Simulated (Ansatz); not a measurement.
Geometry optimisation, RKS B3LYP-D4/def2-SVP in Ansatz 0.2.0.

Input:

```yaml
crystal:
  periodic: [false, false, false]
  atoms:
    - { symbol: W, position_ang: [0.236139, 0.226742, -0.462677] }
    - { symbol: F, position_ang: [0.470124, 0.279004, 2.570726] }
    - { symbol: O, position_ang: [2.013624, -0.43324, -0.032524] }
    - { symbol: H, position_ang: [2.104382, -1.391189, 0.090228] }
    - { symbol: H, position_ang: [-0.839219, 1.449968, 0.077386] }
    - { symbol: H, position_ang: [-1.414004, -0.119776, -0.167337] }
    - { symbol: H, position_ang: [-0.087105, -1.268712, 0.216894] }
    - { symbol: H, position_ang: [0.351579, 0.309804, -2.176736] }
    - { symbol: H, position_ang: [0.907646, 1.513258, 0.433203] }
    - { symbol: H, position_ang: [1.058335, 0.88284, 2.178338] }
basis:
  gaussian: { orbitals: def2-SVP }
hamiltonian:
  xc: b3lyp
  dispersion: d4
relax:
  f_tol: 0.03
  max_steps: 50
output:
  orbitals: {}
```

Launched with:

```bash
$ ansatz run input.yaml --threads 2 --pin off --max-ram 3072MiB --backend cpu --events-out ev --progress --plain --runs-dir out
```

Where does it end, and by what steps?

The run converged. After 31 steps the energy has fallen by 1.453 eV; H6 moved furthest, 1.39 Å.

```
step  energy less start (eV)  largest force component (eV/Å)  accepted
   0                  0.0000                           0.387       yes
   2                 -0.0351                           0.704       yes
   4                 -0.0546                           0.260       yes
   6                 -0.0594                           0.095       yes
   8                 -0.0629                           0.138       yes
  10                 -0.0691                           1.334       yes
  12                 -0.2963                           1.692       yes
  14                 -0.7768                           1.283       yes
  16                 -0.8935                           1.479       yes
  18                 -0.9728                           0.389       yes
  20                 -1.0481                           0.341       yes
  22                 -1.2413                           1.494       yes
  24                 -1.4428                           0.344       yes
  26                 -1.4505                           0.125       yes
  28                 -1.4512                           0.114        no
  30                 -1.4529                           0.046       yes
  31                 -1.4529                           0.025       yes
```

```xyz
10
Properties=species:S:1:pos:R:3
W 0.270 0.145 -0.266
F 1.381 0.069 2.308
O 1.769 -0.931 -0.209
H 2.281 -1.072 0.607
H -0.376 1.001 1.079
H -0.823 -0.500 -1.371
H -1.114 -0.565 0.419
H 0.194 0.896 -1.771
H 0.618 1.808 -0.260
H 0.602 0.599 2.191
```

Whether the end is a true minimum wasn't checked by a vibrational analysis.

Run time: 48 s on 2 threads of Intel(R) Xeon(R) 6975P-C (Granite Rapids), on a shared host, peak memory 0.22 GiB.
